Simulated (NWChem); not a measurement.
System: CH₆ClNSi; SMILES C[SiH](N)Cl

```xyz
10

Si    -0.0495    -0.3750     0.3901
C      1.3614    -1.4170    -0.2363
N     -1.5462    -1.0638    -0.0994
Cl     0.2633     1.5681    -0.3374
H     -0.0824    -0.2408     1.8714
H      1.2813    -2.4452     0.1488
H      1.3599    -1.4547    -1.3369
H      2.3257    -0.9941     0.0824
H     -1.6770    -1.3373    -1.0678
H     -2.4110    -0.6969     0.2841
```
Atoms are numbered in this order, from 1.

Level: PBE0/def2-SVP (NWChem), optimised geometry, unscaled harmonic frequencies. 

```json
[
 {"frequency (cm⁻¹)": "154", "IR intensity (km/mol)": "0.2"},
 {"frequency (cm⁻¹)": "187", "IR intensity (km/mol)": "6.9"},
 {"frequency (cm⁻¹)": "211", "IR intensity (km/mol)": "7.0"},
 {"frequency (cm⁻¹)": "256", "IR intensity (km/mol)": "7.1"},
 {"frequency (cm⁻¹)": "299", "IR intensity (km/mol)": "22.1"},
 {"frequency (cm⁻¹)": "460", "IR intensity (km/mol)": "125.2"},
 {"frequency (cm⁻¹)": "514", "IR intensity (km/mol)": "161.5"},
 {"frequency (cm⁻¹)": "637", "IR intensity (km/mol)": "13.9"},
 {"frequency (cm⁻¹)": "708", "IR intensity (km/mol)": "32.7"},
 {"frequency (cm⁻¹)": "763", "IR intensity (km/mol)": "4.5"},
 {"frequency (cm⁻¹)": "836", "IR intensity (km/mol)": "12.4"},
 {"frequency (cm⁻¹)": "878", "IR intensity (km/mol)": "189.8"},
 {"frequency (cm⁻¹)": "897", "IR intensity (km/mol)": "54.8"},
 {"frequency (cm⁻¹)": "928", "IR intensity (km/mol)": "196.4"},
 {"frequency (cm⁻¹)": "1268", "IR intensity (km/mol)": "35.9"},
 {"frequency (cm⁻¹)": "1425", "IR intensity (km/mol)": "5.5"},
 {"frequency (cm⁻¹)": "1428", "IR intensity (km/mol)": "4.4"},
 {"frequency (cm⁻¹)": "1549", "IR intensity (km/mol)": "51.5"},
 {"frequency (cm⁻¹)": "2265", "IR intensity (km/mol)": "122.7"},
 {"frequency (cm⁻¹)": "3063", "IR intensity (km/mol)": "0.6"},
 {"frequency (cm⁻¹)": "3168", "IR intensity (km/mol)": "1.4"},
 {"frequency (cm⁻¹)": "3177", "IR intensity (km/mol)": "1.1"},
 {"frequency (cm⁻¹)": "3604", "IR intensity (km/mol)": "35.2"},
 {"frequency (cm⁻¹)": "3701", "IR intensity (km/mol)": "37.9"}
]
```

| Property | Result |
|---|---|
| zero-point energy | 46.3 kcal/mol |
| thermal correction to the enthalpy at 298.15 K (with zero-point energy) | 51.0 kcal/mol |
| heat capacity Cv | 22.5 cal/(mol K) |
| entropy at 298.15 K and 1 atm (symmetry number 1) | 79.0 cal/(mol K) |
| dipole moment | 2.06 D |

Rigid rotor and harmonic oscillator.
